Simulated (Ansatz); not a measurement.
A calculation with Ansatz (development build ahead of 0.2.0).

```yaml
crystal:
  periodic: [false, false, false]
  atoms:
    - { symbol: Ti, position_ang: [0.0, 0.0, 0.0] }
    - { symbol: Cl, position_ang: [0.0, 0.0, 3.055] }
basis:
  gaussian: { orbitals: pcseg-2 }
magnetization:
  spin_polarized: true
  initial_magnetization: 3
hamiltonian:
  xc: pbe
```

The input is written out in the form of the current development build from the run's settings.

The run gave:

```
Converged                       : yes
Total energy                    : -1309.22435 hartree
Spin squared of the determinant : 3.776
Stability test                  : minimum
```

Caution: other spin multiplicities were not run.
